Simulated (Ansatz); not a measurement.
## Worked example: the barrier

An elementary step of BNH5O2F, closed shell (BH₂O₂F ([OH][B]([OH])[F]) + NH₃ → BNH₄O₂ ([NH2][B]([OH])[OH]) + HF; bonds formed: F2–H5; dative contacts that become bonds: B1–N6; bonds broken: B1–F2, H5–N6). “Start” is the structure reached by relaxing down from the saddle towards the reactants; PBE0-D4/def2-TZVP structures. The saddle:

```
10
angstrom
B -0.3326 0.2580 -0.1435
F 0.8711 -0.7825 -1.2416
O 0.0669 1.5377 -0.4471
O -1.6193 -0.1476 -0.3359
H 0.9368 -0.9880 -0.0430
N 0.3891 -0.5608 0.9465
H 0.9798 1.5833 -0.7365
H -2.0505 0.3629 -1.0247
H 0.9610 -0.0399 1.5956
H -0.2022 -1.2231 1.4302
```

Computed with Ansatz 0.2.0 (basis: def2-TZVPP and def2-QZVPP); correlated methods freeze the cores.

Energies in eV:

| quantity | saddle | start |
| --- | --- | --- |
| Hartree–Fock, triple zeta (X = 3) | -9020.05184 | -9021.80661 |
| Hartree–Fock, quadruple zeta (X = 4) | -9020.46738 | -9022.21978 |
| MP2 correlation, X = 3 | -29.43819 | -29.06445 |
| MP2 correlation, X = 4 | -31.82817 | -31.44278 |
| CCSD(T) correlation, X = 3 | -30.84406 | -30.52014 |

(1) Work out the barrier at the basis limit: extrapolate Hartree–Fock as E(X) = E∞ + A exp(−7.88 √X) and the MP2 correlation as E(X) = E∞ + B X^−2.97 (the exponents that Neese and Valeev fitted for def2-TZVPP and QZVPP), then add CCSD(T) − MP2 in triple zeta.

T1 diagnostic: at most 0.013.

Results:

(1) Each step is linear, so take the differences first (saddle − start): Hartree–Fock 1.75477 (X = 3) and 1.75240 (X = 4); MP2 correlation -0.37374 and -0.38539; CCSD(T) correlation -0.32392.
Two points give E∞ = E(4) + w [E(4) − E(3)], with w = 1/(exp(7.88 (2 − √3)) − 1) = 0.1377 for Hartree–Fock and w = 1/((4/3)^2.97 − 1) = 0.7407 for the correlation.
Hartree–Fock: 1.75240 + 0.1377 × (-0.00237) = 1.7521 eV.
MP2 correlation: -0.38539 + 0.7407 × (-0.01165) = -0.3940 eV.
CCSD(T) − MP2: -0.32392 − (-0.37374) = 0.0498 eV.
Sum: 1.7521 + (-0.3940) + 0.0498 = 1.4079 eV, or 32.47 kcal/mol. Plain CCSD(T) in triple zeta gives 1.4308 eV, so the larger basis shifts the result by -0.0229 eV.

The step is the kind of exchange with an N–H group that builds nitride films in atomic layer and chemical vapour deposition.

Labels in which every atom is bracketed show which atoms are joined, not bond orders.

For scale, one of the runs: CCSD(T)/def2-TZVPP, 225 basis functions, launched by `ansatz run in.yaml --threads 4 --pin off --events-out ev --progress --plain --max-ram 9574MiB`. The run took 3.1 min on 4 CPU threads of an Arm Neoverse N1 (shared host), with 4.1 GiB of host memory at its peak.
